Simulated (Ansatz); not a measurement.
Born–Oppenheimer molecular dynamics of BClFH2NOSi (8 atoms, charge 0, multiplicity 1). It starts from a relaxed structure.

Computed with Ansatz 0.2.0, UHF/STO-3G.

* ensemble: NVT, Langevin thermostat
* time step: 2 fs
* steps asked: 40
* set temperature: 100 K
* friction: 0.005 /fs
* seed: 574524

First frame:

```xyz
8
Properties=species:S:1:pos:R:3
N -0.733 -1.342 0.089
Si 0.263 0.039 0.273
Cl 2.158 -0.542 0.961
O 0.486 0.853 -1.234
B -0.038 1.731 -0.380
F -0.394 2.973 -0.403
H -1.361 -1.563 0.861
H -0.288 -2.205 -0.223
```

Problem. How far do the bonds stretch over the last three quarters of this one trajectory? (Pairs bonded in most of those frames.)

Solution. 
| bond | mean (Å) | spread (Å) | shortest | longest |
| --- | --- | --- | --- | --- |
| N1–Si2 | 1.713 | 0.008 | 1.70 | 1.73 |
| N1–H7 | 1.020 | 0.010 | 1.00 | 1.04 |
| N1–H8 | 1.021 | 0.012 | 1.00 | 1.04 |
| Si2–Cl3 | 2.101 | 0.007 | 2.09 | 2.11 |
| Si2–O4 | 1.729 | 0.012 | 1.71 | 1.75 |
| Si2–B5 | 1.833 | 0.005 | 1.82 | 1.85 |
| O4–B5 | 1.333 | 0.007 | 1.31 | 1.34 |
| B5–F6 | 1.292 | 0.006 | 1.28 | 1.30 |

Mean temperature of the second half: 49 K. The mean temperature of the second half is 51 % below the set value. A step of 2 fs is long for free X–H stretches (periods near 10 fs) and can bias their spread and the temperature. A run of 0.08 ps of so small a system gives no equilibrium averages. Limits of this set-up: minimal basis.

Run time: 74 s on 1 thread of Intel(R) Xeon(R) Platinum 8259CL CPU @ 2.50GHz (Skylake/Cascade Lake), on a shared host, peak memory 0.13 GiB.
